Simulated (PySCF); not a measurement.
Two-component Hartree-Fock for Pr³⁴⁺ (praseodymium, charge +34)

Start: [Ar] 3d7; 3d3/2 filled at m_j = -3/2, -1/2, +1/2, +3/2; 3d5/2 filled at m_j = +1/2, +3/2, +5/2. Calculated with PySCF 2.14 in an even-tempered Gaussian basis (16 s from 6.2 bohr⁻², ratio 2.8; 12 p from 8.1 bohr⁻², ratio 2.8; 8 d from 8.1 bohr⁻², ratio 2.8; 3 f from 30 bohr⁻², ratio 3): generalised Hartree-Fock with the X2C-1e Hamiltonian and a Gaussian nucleus; one run each with spin-orbit coupling (SO) switched off, then screened by Boettger's factors.

| spinor shell | electrons | ε, spin-free (eV) | ε, screened SO (eV) | weight of nominal j (screened SO) | rms radius, screened SO (bohr) |
| --- | --- | --- | --- | --- | --- |
| 1s1/2 | 2 | -43706.1 | -43698.9 | 1.000 | 0.0275 |
| 2s1/2 | 2 | -8367.5 | -8364.6 | 1.000 | 0.111 |
| 2p1/2 | 2 | -7642.4 | -7986.6 | 1.000 | 0.0954 |
| 2p3/2 | 4 | -7642.4 | -7489.2 | 1.000 | 0.101 |
| 3s1/2 | 2 | -2851.5 | -2850.7 | 1.000 | 0.280 |
| 3p1/2 | 2 | -2614.2 | -2696.9 | 0.997 | 0.270 |
| 3p3/2 | 4 | -2614.2 | -2576.8 | 0.998 | 0.282 |
| 3d3/2 | 4 | -2320.7 | -2332.6 | 0.949 | 0.249 |
| 3d5/2 | 3 | -2320.7 | -2309.8 | 0.950 | 0.252 |

| quantity | spin-free | screened SO |
| --- | --- | --- |
| E (hartree) | -8481.13421 | -8486.16955 |
| M_J | 9/2 | 9/2 |
| ⟨J²⟩ | 24.750 | 24.751 |
| ⟨L²⟩ | 12.000 | 14.746 |
| ⟨S²⟩ | 3.750 | 2.852 |

Each row is a mean over spinors that exchange with the open shell spreads, by up to 34.081 eV (3p3/2).

Breit and QED terms are absent; they matter most for the inner s and p1/2 levels.

Densities and radii are taken from the X2C orbitals without a picture-change correction, which distorts them close to the nucleus.

Without spin-orbit coupling the j labels of p, d and f shells carry no meaning; the spin-free column gives the mean over the occupied spinors of each nl shell.
